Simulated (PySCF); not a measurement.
Job for PySCF: U-B3LYP/6-31G* on AlH4N (SMILES [NH2][AlH2]), a point of a bond scan (R = 1.512 Å).

```python
from pyscf import gto, scf, dft, mp
from pyscf.data.elements import chemcore

mol = gto.M(
    atom='''
    Al    0.01202691   -0.28251526   -0.58588261
    H    -1.25287826   -0.11264194   -1.51237750
    H     1.30419113   -1.09271048   -0.98729284
    N    -0.02070206    0.48629669    1.00848631
    H    -1.17394328    1.29820864    1.55478539
    H     0.72678123    0.44640271    1.68405446
    ''',
    basis='6-31g*',
    cart=True,
    charge=0, spin=0, verbose=3, max_memory=1800)
mf = dft.UKS(mol, xc='b3lyp')
mf.conv_tol = 1e-8
mf.max_cycle = 100
mf.init_guess_breaksym = True
mf.kernel()
if not mf.converged:
    mf = mf.newton().run(mf.mo_coeff, mf.mo_occ)
for _ in range(4):
    mo, _, stable, _ = mf.stability(return_status=True)
    if stable:
        break
    mf.kernel(mf.make_rdm1(mo, mf.mo_occ))
```

Program output:

```
converged SCF energy = -299.525053452214  <S^2> = 2.2186864e-08  2S+1 = 1
<class 'pyscf.dft.uks.UKS'> wavefunction is stable in the internal stability analysis
```

The calculation finished and met its thresholds.

Cost: very roughly 29 core-seconds.
